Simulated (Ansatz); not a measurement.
`BCOC` + `[CH3][Al]([CH3])[C]#N` → `[BH2][Al]([CH3])[CH3]` + `COCC#N`  (formal exchange of groups at a B–C bond)

Gas-phase electronic energies from Ansatz, PBE0-D4/def2-TZVP geometries. CCSD(T)/CBS adds triple-zeta CCSD(T) − MP2 to the extrapolated MP2 energy (def2 sets, frozen cores). This one scheme is used for every species. DFT in def2-TZVPP. B3LYP here is the variant with VWN-RPA as its local correlation; programs differ in this. Each species was taken in one conformer, which may not be the lowest.

| level | ΔE (kcal/mol) |
| --- | --- |
| revPBE-D4 | 29.3 |
| r2SCAN-D4 | 32.3 |
| B3LYP | 32.6 |
| MP2/def2-TZVPP | 33.8 |

(1) What does CCSD(T)/CBS give? (An estimate is asked.)

(2) What do rigid-rotor, harmonic-oscillator terms from PBE0-D4/def2-TZVP frequencies (298.15 K, 1 bar) make of the CCSD(T)/CBS value? (Best estimate.)

Largest T1 diagnostic among the species: 0.012.

Results:

(1) The calculation gave: +32.5 kcal/mol. The listed levels differ from it by -3.2, -0.2, 0.1, 1.3 kcal/mol.

(2) The calculation gave: ΔZPE = +0.4 kcal/mol, ΔH = +32.9 kcal/mol, ΔS = 7 J/(mol·K), ΔG = +32.4 kcal/mol. Modes under 50 cm⁻¹ make the entropy rough.

Leaving LDA and LC-ωPBE aside and taking each functional with its dispersion term where it has one, the values, not all of them listed here, spread over 4.3 kcal/mol, from revPBE-D4 to ωB97M-V. From BLYP to BHLYP (50 % exact exchange), in def2-TZVPP and without D4, ΔE moves by +1.2 kcal/mol. At CCSD(T), def2-SVP lies −2.4 kcal/mol from the extrapolated value and def2-TZVPP −0.7 kcal/mol.
